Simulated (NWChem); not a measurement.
Correlation energy of disulfane (H2S2)

```xyz
4

S      0.9155     0.4855     0.0553
S     -0.9155    -0.4855     0.0553
H      1.5366    -0.2680    -0.8848
H     -1.5366     0.2680    -0.8848
```
Charge 0, spin multiplicity 1.

Program: NWChem. The geometry was optimised at PBE0/def2-SVP, a minimum by its harmonic frequencies. It is one conformer; others weren't searched.

Basis set: def2-SVP. Each correlation energy counts from its own Hartree-Fock reference.

The correlated methods keep 10 core orbitals frozen. Coupled-cluster values serve here as a point of comparison, not as the truth.

Q: One of these methods gave a correlation energy of -263.5 mHa. Which?
(A) CCSD
(B) CCSD+T(CCSD)
(C) CR-CCSD[T]
(D) MP2

A: D, MP2. The others give -305.2 (CR-CCSD[T]), -298.6 (CCSD), -306.8 (CCSD+T(CCSD)).
